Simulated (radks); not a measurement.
Er4+, 64 electrons, occupied as [Xe] 4f10. Calculated with a radial shooting solver on a logarithmic mesh with Libxc functionals: Dirac Kohn-Sham, exchange-only PBE, spin-unpolarised, spherical densities, finite nucleus; open shells fill j = l - 1/2 first; Fermi nuclear charge, rms radius 5.2516 fm.

Spin-orbit splittings of the eigenvalues, e(l+1/2) - e(l-1/2), with zeta = 2 splitting/(2l+1) and mean radii in bohr:

| shell | occ. | splitting (eV) | zeta (eV) | <r> j=l-1/2 | <r> j=l+1/2 |
|---|---|---|---|---|---|
| 2p | 6 | ? | ? | 0.07147 | 0.07875 |
| 3p | 6 | 192.5 | 128.3 | 0.2147 | 0.2284 |
| 3d | 10 | 42.06 | 16.82 | 0.2013 | 0.2055 |
| 4p | 6 | 43.63 | 29.09 | 0.5158 | 0.5468 |
| 4d | 10 | 7.984 | 3.194 | 0.5734 | 0.5843 |
| 4f | 10 | 1.227 | 0.3506 | 0.7244 | 0.7343 |
| 5p | 6 | 6.394 | 4.263 | 1.328 | 1.414 |

Estimate the 2p splitting.

Answer. 916.8 eV (zeta = 611.2 eV).
